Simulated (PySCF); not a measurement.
Cl₂HOTi, SMILES [OH][Ti+]([Cl])[Cl], charge +1, multiplicity 1. Atoms are numbered in the order given.

```xyz
5

Ti    -0.3881    -0.3350     0.0000
Cl     0.1562     0.7398     1.7500
Cl     0.1562     0.7398    -1.7500
O      0.2904    -1.8913     0.0000
H      0.9027    -2.6527     0.0000
```
Charge +1, spin multiplicity 1.

Geometry optimised at B3LYP-D3(BJ)/def2-SVP. The multiplicity is an assumed one; other spin states were not compared. The isomer is the one that the SMILES or the coordinates give; other isomers of the formula were not compared. Other conformers were not sampled.

Computed with HF/pcSseg-1 run with PySCF.

GIAO shieldings, no solvent; atoms alike by connectivity are averaged. δ = σ(ref) − σ: ³⁵Cl against HCl (σ = 958.2 ppm); ¹⁷O against H2O (σ = 333.0 ppm); ¹H against TMS (σ = 31.99 ppm), references at their B3LYP-D3(BJ)/def2-TZVP geometries, non-relativistic (without spin–orbit terms, shifts of atoms bonded to Cl or Br come out too high).

Computed chemical shifts:
```csv
nucleus,atoms,count,δ (ppm)
³⁵Cl,"Cl2, Cl3",2,1202.6
¹⁷O,O4,1,455.8
¹H,H5,1,6.15
```
